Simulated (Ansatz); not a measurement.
Species: SiH₄S₂, charge 0, singlet. SiH4S2 (SMILES S[SiH2]S).
B3LYP-D3(BJ)/def2-TZVP minimum from Ansatz (an electronic-structure program):
```
Si
H 1 1.4767
H 1 1.4767 2 110.98
S 1 2.1428 2 103.40 3 121.08
H 4 1.3446 1 94.97 2 178.70
S 1 2.1428 2 112.70 3 -115.43
H 6 1.3446 1 94.97 2 -61.40
```

Total energies in cc-pV(D+d)Z, 20 correlated electrons, 15 frozen orbitals. UHF or UKS for unpaired electrons; spin-orbit terms are left out. Cores are frozen in correlated methods. No relativity.

```
method    program  energy (Eh)  minus CCSDT(Q) (mEh)
--------  -------  -----------  --------------------
HF         Ansatz  -1086.39617                437.90
MP2        Ansatz  -1086.76801                 66.07
CCSD       Ansatz  -1086.81975                 14.33
CCSD(T)    Ansatz  -1086.83193                  2.15
CCSDT(Q)   Ansatz  -1086.83408                  0.00
```

Rough core times of Ansatz's runs on a shared machine: CCSD(T) under 20 s, CCSDT(Q) 7 min.
